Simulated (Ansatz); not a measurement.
System: C2H9Si2, net charge 0, doublet state. It need not be the lowest isomer of its formula. 
Geometry from a B3LYP-D3(BJ)/def2-TZVP (Ansatz, a quantum-chemistry and plane-wave program) optimisation:
SMILES: C[Si](C)[SiH3]
```xyz
13

C     -1.4516     1.4663     0.1755
Si    -0.4017     0.0479    -0.4972
C     -1.2895    -1.6007    -0.2507
Si     1.7655     0.0403     0.3813
H     -1.6414     1.3294     1.2447
H     -2.4175     1.5098    -0.3320
H     -0.9540     2.4276     0.0412
H     -1.4770    -1.7800     0.8126
H     -0.6972    -2.4325    -0.6341
H     -2.2529    -1.6042    -0.7647
H      1.8017    -0.1629     1.8572
H      2.5588    -1.0491    -0.2413
H      2.4329     1.3339     0.0899
```
Charge 0, spin multiplicity 2.

Basis-set convergence of Hartree-Fock and CCSD correlation energies (hartree) with Ansatz. Correlated levels leave the core frozen unless marked. Open shells are spin-unrestricted. No spin-orbit coupling. Non-relativistic.

| basis | functions | E(HF) | E(corr, CCSD) |
|---|---|---|---|
| cc-pV(D+d)Z | 119 | -658.82823 | -0.55151 |
| cc-pV(T+d)Z | 264 | -658.87798 | -0.65580 |
| cc-pV(Q+d)Z | 508 | -658.88938 | -0.68737 |

Extrapolating the two largest sets (X = 3 and 4) as X^-3: E(corr) = (64·(-0.68737) - 27·(-0.65580))/37 = -0.7104 Eh, an estimate of the basis-set limit. The largest set recovers 96.8 % of it, the smallest 77.6 %.
